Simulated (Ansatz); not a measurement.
Species: ZnO2H2, charge 0, multiplicity 1. SMILES: [OH][Zn][OH]
Geometry: optimised at B3LYP-D3(BJ)/def2-TZVP (Ansatz, a program for electronic structure).

Wanted: size of the dipole moment, in D. Terms: non-relativistic; LANL2DZ with its own core potentials from Na on; spin-orbit terms left out; no dispersion term unless named; six Cartesian d functions in 6-31G* and its kin unless marked 5d. Ab initio and DFT rows: single points at B3LYP-D3(BJ) geometries (Ansatz).

```
level                              program  size of the dipole moment (D)
---------------------------------  -------  -----------------------------
B3LYP/STO-3G                        Ansatz                           1.43
B3LYP/3-21G                         Ansatz                           2.26
B3LYP/LANL2DZ                       Ansatz                           2.59
B3LYP/6-31G                         Ansatz                           2.46
B3LYP/6-31G*                        Ansatz                           2.11
B3LYP/6-31G**                       Ansatz                           2.07
B3LYP/def2-SVP                      Ansatz                           2.06
B3LYP/6-31G* with LANL2DZ past Ar   Ansatz                           2.09
```

No value to compare with is used here. The 8 habitual levels span 1.43 (B3LYP/STO-3G) to 2.59 D (B3LYP/LANL2DZ).

The sets are all those run for this method; runs whose electronic state is in doubt are left out.
